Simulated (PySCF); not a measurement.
Species: 4-cyanopyridine N-oxide, C6H4N2O.
Atom-mapped SMILES: `[N:1]#[C:2][c:3]1[cH:4][cH:5][n+:6]([O-:7])[cH:8][cH:9]1` (hydrogens: H10 on C4; H11 on C5; H12 on C8; H13 on C9)

Computed with PySCF, PBE0-D3(BJ)/def2-SVP geometry optimisation, gas phase.

What internal coordinates does the optimisation give?

| bond | length (Å) | order |
| --- | --- | --- |
| N1≡C2 | 1.160 | triple |
| C2–C3 | 1.426 | single |
| C3–C4, C3–C9 | 1.404 | aromatic |
| C4–C5, C8–C9 | 1.376 | aromatic |
| C5–N6, N6–C8 | 1.374 | aromatic |
| N6–O7 | 1.243 | single |
| C4–H10, C9–H13 | 1.091 | single |
| C5–H11, C8–H12 | 1.089 | single |

Bonds in one row agree within 0.01 Å and their mean is given. Orders are formal, as drawn. A selection of angles:
| angle | degrees |
| --- | --- |
| N1–C2–C3 | 180.0 |
| C2–C3–C4 | 121.3 |
| C4–C3–C9 | 117.4 |
| C3–C4–C5 | 120.5 |
| C4–C5–N6 | 121.7 |
| C5–N6–O7 | 120.8 |
| C5–N6–C8 | 118.2 |

The 5 C–C bonds span 1.376 Å (C4–C5, aromatic) to 1.426 Å (C2–C3, drawn single), a spread of 0.050 Å. N6 (N-oxide nitrogen) is planar (angles 120.9°, 120.8° and 118.2°, sum 360.0°, 0.00 Å off the plane of its three neighbours). The 3 C–N bonds span 1.160 Å (N1≡C2, drawn triple) to 1.374 Å (N6–C8, aromatic), a spread of 0.214 Å. The 9 heavy atoms lie in one plane (0.000 Å rms). The 6-membered ring C3–C4–C5–N6–C8–C9 has internal angles of 117.4° to 121.7°; it is planar, 0.00 Å rms from its mean plane, widest ring torsion 0°.

Point group: C2v (every atom within 0.08 Å of its image). Not checked by PBE0-D3(BJ)/def2-SVP frequencies.
